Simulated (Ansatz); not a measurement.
Ansatz (a first-principles code) input file for Sn(Cl)2(OH)(NH2) (Cl2H3NOSn), SMILES [NH2][Sn]([OH])([Cl])[Cl], PBE0/def2-SVPD. Geometry optimised at B3LYP-D3(BJ)/def2-SVP. The structure was generated by enumeration; whether it is a known compound was not checked. The def2 effective core potentials stand for the cores of Sn; spin–orbit coupling is left out. The values are those of a single conformer.

Ansatz 0.2 input:
```yaml
crystal:
  periodic: [false, false, false]
  atoms:
    - {symbol: N, position_ang: [2.19687325, 0.16156233, -0.09565308]}
    - {symbol: Sn, position_ang: [0.17172277, 0.17664572, -0.08078968]}
    - {symbol: O, position_ang: [-0.36413842, 1.93588709, -0.80199866]}
    - {symbol: Cl, position_ang: [-0.69441632, -0.04840549, 2.09135375]}
    - {symbol: Cl, position_ang: [-0.76967434, -1.58511332, -1.33750170]}
    - {symbol: H, position_ang: [2.54058847, 0.88073303, -0.73592468]}
    - {symbol: H, position_ang: [2.56524565, -0.73919611, -0.40504738]}
    - {symbol: H, position_ang: [-1.26743700, 2.17796334, -0.54946779]}
basis:
  gaussian:
    orbitals: def2-SVPD
hamiltonian:
  xc: {name: PBE0}
```

It prints:

```
WARN ansatz: RAYON_NUM_THREADS=1 ignored (pool sized by the plan → 1); use --threads N
Functional definition: PBE0
integrals: 0.11 GiB planned
1539 factors; their error is unknown
mean field: 0.89 GiB planned
mean field evaluation 1: about -34433.4324 eV, gradient 7.2e1 eV
mean field evaluation 2: about -34402.8396 eV, gradient 1.4e2 eV
mean field evaluation 4: about -34443.4056 eV, gradient 9.9e0 eV
mean field evaluation 8: about -34443.6127 eV, gradient 2.3e-1 eV
mean field evaluation 16: about -34443.8454 eV, gradient 1.9e-4 eV
mean field -34443.84538533 eV, -1265.7879710341 hartree, gradient 3.7e-5 eV, S^2 0.000000; 0 other end points of the search recorded, 0 dependent functions left out
reference -34443.84542606 eV, -1265.7879725309 hartree; 37, 37 occupied and 116, 116 virtual orbitals, 1539 factors
Total energy: -34443.84542606 eV, -1265.7879725309 hartree
```

The calculation finished and met its thresholds.

Cost: very roughly 5 core-seconds.
